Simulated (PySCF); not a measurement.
One molecule, one basis, several functionals.

Species: CH9BNP.
SMILES: `[NH2+](C)[BH2-]P`

Torsions of this conformer, `[CH3:1][NH2+:2][BH2-:3][PH2:4]`: C1–N2–B3–P4 172°, H–P4–B3–N2 105°, H–P4–B3–N2 -159°.

PySCF, pcSseg-2 basis, density fitting, gas phase, PBE0-D3(BJ)/def2-SVP geometry. One functional is left out:

| functional | exact exchange (%) | HOMO energy (eV) | LUMO energy (eV) | dipole moment (D) |
| --- | --- | --- | --- | --- |
| B97-D | 0 | -4.96 | -0.91 | 5.360 |
| BLYP | 0 | -4.87 | -1.06 | 5.342 |
| BP86 | 0 | -5.11 | -0.92 | 5.337 |
| LDA | 0 | -5.13 | -1.17 | 5.231 |
| OPBE | 0 | -4.97 | -0.89 | 5.327 |
| PBE | 0 | -5.02 | -1.05 | 5.298 |
| B97-2 | 21 | -5.84 | -0.26 | 5.419 |
| PBE0 | 25 | -6.08 | -0.29 | 5.405 |
| mPW1PW91 | 25 | -6.10 | -0.30 | 5.421 |
| BHandHLYP | 50 | -7.03 | 0.26 | 5.515 |

Predict the row of B3LYP (20 % exact exchange) by straight lines through the other rows, and check it.

```tsv
property	line	computed	computed − line	B97-2 (21 %), for comparison
HOMO energy (eV)	-5.83	-5.87	-0.04	-5.84
LUMO energy (eV)	-0.45	-0.60	-0.15	-0.26
dipole moment (D)	5.397	5.426	+0.029	5.419
```

Which of these properties follows the share of exact exchange most closely, and which least?

Most closely the HOMO energy, least the dipole moment; the correlations over the tabulated rows are HOMO energy -0.994, LUMO energy 0.975, dipole moment 0.893. The HOMO energy moves by -0.410 eV for every 10 %. Functionals with the same share still differ in their other parts: at 0 % BLYP and LDA differ by 0.26 eV in it.
